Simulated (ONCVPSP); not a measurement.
What the settings do to the ONCV potential of europium

Base potential:

- Element: europium
- Generator: ONCVPSP 4.0.1
- Type: optimised norm-conserving Vanderbilt (ONCV)
- Functional: PBE
- Relativity: scalar-relativistic
- Frozen core: [Kr] 4d10 4f6
- Valence charge: 11
- Reference configuration: 5s2 5p6 5d1 6s1.5 (charge +0.5)
- Partial waves: 5s+6s: rc 2.05 bohr, ncon 5, nbas 9, qcut 6.4 1/bohr, 2 projectors; 5p: rc 1.75 bohr, ncon 4, nbas 7, qcut 4.7 1/bohr, 3 projectors, debl 2.4 Ha; 5d: rc 3.70 bohr, ncon 4, nbas 8, qcut 4.5 1/bohr, 2 projectors, debl 3.6 Ha
- Local potential: polynomial inside 1.55 bohr (lpopt 5, dvloc0 4 Ha)
- Core correction: none

All-electron outer shells of the reference configuration (PBE, scalar-relativistic, ld1.x):

```csv
shell,level (eV),outermost node (bohr),outermost maximum (bohr)
5s,-51.21,0.67,1.21
5p,-29.62,0.72,1.38
4f,-11.35,–,0.59
6s,-6.53,1.63,3.34
5d,-5.43,0.81,1.98
```

Cutoffs, loose and tight: the cutoffs (Ha) at which the residual kinetic energy of the hardest occupied pseudo-wave falls to 1 and 0.1 mHa per electron. They do not see the model core or the augmentation charge, which bear on the density cutoff. Test errors are all-electron minus pseudo excitation energies from the reference, over the configurations 5s2 5p6 5d1 6s2; 5s2 5p6 5d1 6s1; 5s2 5p6 5d1 6s0; 5s2 5p6 5d1 6s1 6p1. A dash means not determined; rows that change the core or the reference have their own tests.

A true bound ghost makes a file unfit for plane-wave use even where its test errors are small: the radial tests pick states by their node count and pass the ghost by.

```tsv
change	outcome	cutoff, loose	cutoff, tight	bound ghosts	GHOST(+) flags above zero	largest test error (meV)
base	generated	33 Ha	47 Ha	none	s	+7.0
p: rc 1.56	generated	49 Ha	60 Ha	none	s, p	+7.1
p: rc 1.82	generated	21 Ha	42 Ha	none	s	+7.0
p: rc 1.94	generated	15 Ha	36 Ha	none	s, p	+7.1
p: rc 2.32	generated	15 Ha	18 Ha	none	s	+7.5
p: rc 2.5	generated	15 Ha	18 Ha	none	s	+7.8
```

(1) What comes out with this change to the base: p: rc 1.3; local potential polynomial inside 1.30 bohr (lpopt 5, dvloc0 4 Ha)?

Results:

(1) outcome: generated; cutoff, loose: 35 Ha; cutoff, tight: 65 Ha; bound ghosts: p; GHOST(+) flags above zero: s, p; largest test error (meV): +7.6.

Reading the sweep of the p radius (base included, trends over the rows without a ghost): The loose cutoff falls from 49 Ha at 1.56 to 15 Ha at 2.5 bohr. A larger radius leaves more room for a smooth pseudo-wave, so fewer plane waves are needed; a smaller one forces it to follow the all-electron wave where it bends sharply. The median size of the test errors (rows with all tests solved) stays near 1.3 meV. Bound ghosts are found at 1.3 bohr.
